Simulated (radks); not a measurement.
The numbers below are computed, except where a source is named.
Ionisation of neutral lanthanum, [Xe] 5d1 6s2, to [Xe] 5d2 as the strength of local exchange is varied. Level of theory: non-relativistic Kohn-Sham, Slater X-alpha exchange (alpha = 2/3 is LDA exchange), no correlation, spin-polarised, spherical densities, point nucleus; open shells are filled with parallel spins first (spin-orbit coupling, left out, can overturn this in heavy ions); relativity is left out, which matters for an element this heavy (a radial shooting solver on a logarithmic mesh with Libxc functionals).

alpha  E(La) (hartree)  exchange (hartree)  IE (eV)  -e of the level emptied (eV)  <r> of it (bohr)
0.584       -8189.1700           -161.7809    4.096                    2.297 (6s)             4.937
0.667       -8212.1929           -185.2579    4.039                    2.596 (6s)             4.820
0.671       -8213.3040           -186.3923    4.035                    2.611 (6s)             4.814
0.685       -8217.1938           -190.3651    4.023                    2.663 (6s)             4.795
0.738       -8231.9350           -205.4358    3.973                    2.866 (6s)             4.723
0.864       -8267.0787           -241.4602    3.818                    3.377 (6s)             4.560
1.02        -8310.7818           -286.4437    3.561                    4.062 (6s)             4.373

NIST Atomic Spectra Database: 5.577 eV (measured). The central value is not met in this range of alpha. Relativity is left out here, which matters for elements this heavy. Open shells are spherical and high-spin; term and fine-structure splittings are not resolved.
